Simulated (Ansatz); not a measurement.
One change: `[SiH3][Se][GaH2]` becomes `[SiH3][O][GaH2]`.

Ansatz, PBE0-D4/def2-TZVP geometries, multiplicity 1. 

Scalar relativity is left out up to krypton. Spin–orbit coupling is left out; it splits and shifts lone-pair levels of the heavy atoms by tenths of an eV.

```tsv
property	`[SiH3][Se][GaH2]`
HOMO–LUMO gap (ωB97M-V/def2-TZVPP) / eV	9.32
LUMO energy (B3LYP/def2-TZVPP) / eV	-1.97
LUMO energy (PBE/def2-TZVPP) / eV	-2.49
HOMO energy (ωB97M-V/def2-TZVPP) / eV	-9.37
size of the dipole moment (B3LYP/def2-TZVPP) / D	0.92
size of the dipole moment (ωB97M-V/def2-TZVPP) / D	1.05
```

Q: What does the change do to each property? (Estimate.)

A: Computed: 
```tsv
property	`[SiH3][O][GaH2]`	shift
HOMO–LUMO gap (ωB97M-V/def2-TZVPP) / eV	10.85	1.53
LUMO energy (B3LYP/def2-TZVPP) / eV	-1.77	0.20
LUMO energy (PBE/def2-TZVPP) / eV	-2.28	0.21
HOMO energy (ωB97M-V/def2-TZVPP) / eV	-10.64	-1.27
size of the dipole moment (B3LYP/def2-TZVPP) / D	1.45	0.53
size of the dipole moment (ωB97M-V/def2-TZVPP) / D	1.52	0.47
```

With PBE0 the HOMO falls by 1.07 eV and the LUMO rises by 0.26 eV, so the gap widens by about 1.33 eV. PBE moves the HOMO by -0.73 eV and ωB97M-V by -1.27 eV. Dipoles are sizes alone; their direction can turn.

Positive LUMOs are unbound, so they and the gaps depend on the basis.

B3LYP here is the variant with VWN-RPA as its local correlation; programs differ in this.
